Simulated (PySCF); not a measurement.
Isomers of C6H11FSSi2, one GFN2-xTB conformer each. Single-point energies are computed at PBE0/pcSseg-1 (PySCF, gas phase, no added dispersion term), electronic only.

```csv
SMILES,GFN2-xTB relative energy (kcal/mol)
C#CCSC[Si]1(F)C[SiH2]C1,21.7
CC#C[Si@@H](S[SiH3])[C@H]1C[C@H]1F,0.0
CC(=S)[C@@H]1[SiH2]C=C[SiH2][C@H]1F,18.6
```

Conformers: `[CH:1]#[C:2][CH2:3][S:4][CH2:5][Si:6]1([F:7])[CH2:8][SiH2:9][CH2:10]1` with C2–C3–S4–C5 -61°, C3–S4–C5–Si6 176°, S4–C5–Si6–F7 179°; `[CH3:1][C:2]#[C:3][Si@@H:4]([S:5][SiH3:6])[C@H:7]1[CH2:8][C@H:9]1[F:10]` with C3–Si4–S5–Si6 -57°, C3–Si4–C7–C8 19°; `[CH3:1][C:2](=[S:3])[C@@H:4]1[SiH2:5][CH:6]=[CH:7][SiH2:8][C@H:9]1[F:10]` with C1–C2–C4–Si5 93°, C2–C4–Si5–C6 -172°, C4–Si5–C6–C7 11°, C6–C7–Si8–C9 16°, C7–Si8–C9–F10 -172°.

Task: What does PBE0/pcSseg-1 give for the same structures?

Result: 
```
                             SMILES  PBE0/pcSseg-1 E (Eh)  PBE0/pcSseg-1 (kcal/mol)  GFN2-xTB (kcal/mol)  point group
            C#CCSC[Si]1(F)C[SiH2]C1           -1311.44271                       0.0                 21.7           C1
 CC#C[Si@@H](S[SiH3])[C@H]1C[C@H]1F           -1311.40961                      20.8                  0.0           C1
CC(=S)[C@@H]1[SiH2]C=C[SiH2][C@H]1F           -1311.40303                      24.9                 18.6           C1
```

GFN2-xTB puts CC#C[Si@@H](S[SiH3])[C@H]1C[C@H]1F lowest instead; measured from each level's own lowest isomer, the values differ by up to 21.7 kcal/mol (C#CCSC[Si]1(F)C[SiH2]C1: 21.7 against 0.0). As drawn, the lowest has a four-membered ring, a C≡C bond and an Si–F bond, which the highest lacks; the highest has a C=S bond and a C=C bond outside aromatic rings, which the lowest lacks.

Task: Which frontier levels, dipoles and rotational constants go with these structures?

Result: 
| SMILES | HOMO (eV, PBE0/pcSseg-1) | LUMO (eV) | dipole (D) | A, B, C (MHz) |
| --- | --- | --- | --- | --- |
| C#CCSC[Si]1(F)C[SiH2]C1 | -6.79 | -0.27 | 1.27 | 1517, 427.0, 389.1 |
| CC#C[Si@@H](S[SiH3])[C@H]1C[C@H]1F | -7.15 | -0.29 | 2.37 | 899.6, 547.3, 384.9 |
| CC(=S)[C@@H]1[SiH2]C=C[SiH2][C@H]1F | -6.26 | -1.95 | 3.96 | 1259, 619.6, 476.9 |
